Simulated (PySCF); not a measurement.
BrGeH4N.
Atom-mapped SMILES: `[NH2:1][GeH2:2][Br:3]` (hydrogens: H4, H5 on N1; H6, H7 on Ge2)

Cartesian coordinates in Å at the PBE0-D3(BJ)/def2-SVP level; atoms count from 1:
```
atom  x, y, z in Å
N1    -1.178    0.238   -0.014
Ge2    0.498   -0.462    0.001
Br3    2.166    1.167   -0.012
H4    -1.420    0.791    0.804
H5    -1.413    0.769   -0.850
H6     0.695   -1.280   -1.280
H7     0.688   -1.247    1.302
```

Computed with core-valence-separated Tamm–Dancoff BHandHLYP/aug-pcX-1 (pcseg-1 on H, def2-SVPD on Ge, def2-SVPD on Br) in PySCF, non-relativistic, gas phase, PBE0-D3(BJ)/def2-SVP geometry. No empirical shift is added; at this level the pattern usually sits a few eV under experiment.

Task: What does the N 1s absorption edge look like?

Result: 
```json
{"E (eV)": "398.99", "f": "0.0157", "core hole on": "N1", "main final orbital": "LUMO+1 (58 %)"}
{"E (eV)": "399.66", "f": "0.0209", "core hole on": "N1", "main final orbital": "LUMO (48 %)"}
{"E (eV)": "400.46", "f": "0.0369", "core hole on": "N1", "main final orbital": "LUMO+4 (49 %)"}
{"E (eV)": "400.65", "f": "0.0223", "core hole on": "N1", "main final orbital": "LUMO+2 (41 %)"}
{"E (eV)": "401.42", "f": "0.0047", "core hole on": "N1", "main final orbital": "LUMO+3 (46 %)"}
{"E (eV)": "402.04", "f": "0.0002", "core hole on": "N1", "main final orbital": "LUMO+7 (65 %)"}
{"E (eV)": "402.20", "f": "0.0063", "core hole on": "N1", "main final orbital": "LUMO+6 (49 %)"}
```

The first line with a tenth or more of the strongest one's intensity is at 398.99 eV (f = 0.016), with the hole on N1 (nitrogen bonded to Ge and 2 H). The strongest listed is at 400.46 eV (f = 0.037; N1).

Roots within 0.03 eV whose holes lie on the same, on equivalent or on shared atoms are summed into one line, and the highest roots are left out, as the search may have cut off their partners. Final orbitals are the ground state's empty Kohn–Sham orbitals.

Task: What are the wavelength and the wavenumber of the 400.46 eV line?

Result: λ = 12398.42 eV Å/400.46 eV = 30.960 Å; 3.2299 × 10⁶ cm⁻¹.

The list ends where the root search ended, not at a threshold. The BHandHLYP/aug-pcX-1 (pcseg-1 on H, def2-SVPD on Ge, def2-SVPD on Br) calculation is non-relativistic and has no spin–orbit coupling, an omission that weighs most on bromine and germanium.

One conformer stands for the species.
